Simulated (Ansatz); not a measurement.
Consider the redistribution: `[OH][SnH]([OH])[Cl]` + `C[O][Sn][O]C` → `C[O][SnH]([OH])[Cl]` + `C[O][Sn][OH]`.

Program: Ansatz. Geometries: PBE0-D4/def2-TZVP. ΔE: electronic, gas phase. CCSD(T)/CBS is the MP2 limit (def2-TZVPP, def2-QZVPP) plus CCSD(T) − MP2 in def2-TZVPP, frozen cores. DFT in def2-TZVPP. B3LYP here is the variant with VWN-RPA as its local correlation; programs differ in this. Elements past krypton have def2 core potentials. For Sn outer-core shells are correlated without core-valence functions, which leaves a few kJ/mol of doubt a bond. One conformer a species, not always the lowest.

```tsv
level	ΔE (kJ/mol)	difference from CCSD(T)/CBS
r2SCAN-D4	-4.0	0.9
B3LYP-D4	-1.5	3.4
B2PLYP	-2.9	2.0
PBE	-2.9	2.0
B3LYP	-2.1	2.8
MP2/def2-TZVPP	-4.4	0.5
CCSD/def2-TZVPP	-4.6	0.3
HF/def2-QZVPP	-2.1	2.8
SCS-MP2/def2-QZVPP	-4.2	0.7
MP2/CBS(def2)	-4.5	0.4
CCSD(T)/CBS	-4.9	0
```

Largest T1 diagnostic among the species: 0.017.
